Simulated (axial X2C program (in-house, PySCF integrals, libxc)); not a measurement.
## Correcting the dissociation energy of SiI⁺ for spin–orbit coupling

A spin-free PBE0 curve (one-electron X2C) was computed with an axial X2C code built on PySCF integrals, basis I dyall-cv3z [11s12p8d4f1g], Si dyall-v3z [8s7p2d1f] (cores contracted in-house), for the state M_S = 0, Λ = 0 (closed shell). It gives D0 = 4.223 eV to I + Si+, which in a spin-free picture are the weighted means of the ground terms.

Measured levels of the ground terms (NIST Handbook of Basic Atomic Spectroscopic Data), in cm⁻¹: I 2P: J = 3/2 at 0, J = 1/2 at 7603.1; Si+ 2P: J = 1/2 at 0, J = 3/2 at 287.2.

The molecular state has Λ = 0, so it has no first-order lowering.

(1) How far does each ground level lie under the (2J+1)-weighted mean of its term?

(2) Correct D0.

Second-order spin–orbit effects in the molecule, which grow quickly with Z, are left out. The state is a single determinant with fixed occupations, the lowest that a limited PBE0 search found. Dissociation energies refer to the lowest single-determinant-based atoms at the same level and basis.

## Answers

(1) I: (4 × 0 + 2 × 7603.1)/6 = 2534 cm⁻¹; Si+: (2 × 0 + 4 × 287.2)/6 = 191 cm⁻¹.

(2) D0 = 4.223 + (0 − 2725)/8065.5 = 3.885 eV at PBE0 with these spin–orbit terms.
